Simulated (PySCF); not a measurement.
Species: C₁₀H₆.
Structure used (PBE0-D3(BJ)/def2-SVP), in Å, numbered top down from 1:
```xyz
16
C10H6 angstrom
C     -0.3977    2.9861   -1.3990
C     -0.5379    1.8626   -0.9520
C     -0.6673    0.5568   -0.4226
C     -1.7884   -0.2470   -0.3924
C     -1.4528   -1.4933    0.2440
C     -0.1313   -1.4726    0.6107
C      0.4142   -0.1965    0.2119
C      1.6812    0.2586    0.3743
C      3.0272    0.1490    0.8096
C      2.6539    1.2767    0.2128
H     -0.3014    3.9769   -1.8009
H     -2.7665    0.0252   -0.7884
H     -2.1484   -2.3176    0.4040
H      0.4264   -2.2631    1.1121
H      3.8107   -0.4357    1.2872
H      2.9004    2.2719   -0.1491
```

Computed with PBE0-D3(BJ)/def2-SVP geometry optimisation, gas phase (PySCF 2.14.0).

Masses are those of the commonest isotopes; rigid-rotor values at the optimised geometry. 

**Question.** Give the principal moments of inertia and the rotational constants in MHz.

**Answer.** Ia = 277.34, Ib = 356.59, Ic = 633.93 u·Å²; 505379 MHz·u·Å²/I gives A = 1822, B = 1417, C = 797.2 MHz.

**Question.** Classify the top.

**Answer.** An asymmetric top: κ = (2 × 1417 − 1822 − 797.2)/(1822 − 797.2) = 0.21.

**Question.** Is it planar, by Δ = Ic − Ia − Ib?

**Answer.** Planar: Δ = Ic − Ia − Ib = 0.00 u·Å². For a rigid frame Δ = −2 Σ m c², so it vanishes when all atoms lie in the ab plane; here none is more than 0.01 Å from it.

**Question.** Where do the levels up to J = 3 lie, in MHz?

**Answer.** Above 0(0,0):
J = 1: 1(0,1) 2214, 1(1,1) 2619, 1(1,0) 3240
J = 2: 2(0,2) 6285, 2(1,2) 6428, 2(1,1) 8289, 2(2,1) 9503, 2(2,0) 9862
J = 3: 3(0,3) 11922, 3(1,3) 11956, 3(1,2) 15519, 3(2,2) 16147, 3(2,1) 17512, 3(3,1) 19908, 3(3,0) 20065
Those of J = 1 are B + C, A + C and A + B.

**Question.** Which types of transition are allowed, and where do some lines up to J = 4 fall?

**Answer.** The dipole components are |μa| = 4.74 D, |μb| = 0.90 D, |μc| = 0.00 D; the mirror of this Cs structure is the ab plane, so μc vanishes by symmetry and there are no c-type lines. Intensities carry the squares of the components, which stand as 1.00 : 0.04 (a : b). Some lines, for components of 0.1 D or more:

| type | branch | J(Ka,Kc) | MHz | lower level (cm⁻¹) |
| --- | --- | --- | --- | --- |
| b | Q | 1(1,0) ← 1(0,1) | 1025 | 0.074 |
| a | Q | 3(2,1) ← 3(2,2) | 1365 | 0.539 |
| a | Q | 2(1,1) ← 2(1,2) | 1860 | 0.214 |
| b | Q | 3(2,1) ← 3(1,2) | 1993 | 0.518 |
| b | Q | 3(3,0) ← 3(2,1) | 2553 | 0.584 |
| b | R | 2(0,2) ← 1(1,1) | 3666 | 0.087 |
| a | R | 2(0,2) ← 1(0,1) | 4071 | 0.074 |
| b | Q | 4(3,2) ← 4(2,3) | 4518 | 0.824 |
| b | Q | 4(4,1) ← 4(3,2) | 4668 | 0.975 |
| a | R | 2(1,1) ← 1(1,0) | 5049 | 0.108 |
| b | R | 3(1,2) ← 2(2,1) | 6016 | 0.317 |
| b | R | 2(2,1) ← 1(1,0) | 6264 | 0.108 |
| b | R | 4(0,4) ← 3(1,3) | 7157 | 0.399 |
| a | R | 4(1,4) ← 3(1,3) | 7163 | 0.399 |
| b | R | 4(2,2) ← 3(3,1) | 7769 | 0.664 |
| b | R | 4(1,3) ← 3(2,2) | 8335 | 0.539 |
| b | R | 3(3,0) ← 2(2,1) | 10561 | 0.317 |
| b | R | 3(2,1) ← 2(1,2) | 11083 | 0.214 |
| b | R | 4(3,2) ← 3(2,1) | 11708 | 0.584 |

**Question.** Estimate the classical rotational partition function at 50 K, 100 K and 500 K.

**Answer.** Point group Cs, symmetry number σ = 1; q = (√π/σ)·√((kT/h)³/(ABC)), k/h = 20836.6 MHz/K: 41500 at 50 K, 117000 at 100 K, 1310000 at 500 K.

PBE0-D3(BJ)/def2-SVP frequencies: not computed here. These are rigid-rotor constants of the computed structure; measured ground-state constants (B0) also hold zero-point vibration.

Hardware: an Arm Neoverse V2 with one thread, no GPU, shared host with 192 logical CPUs at a one-minute load of 35. Cost: 77 s of wall time, 0.86 GiB resident at most. This is the geometry optimisation.
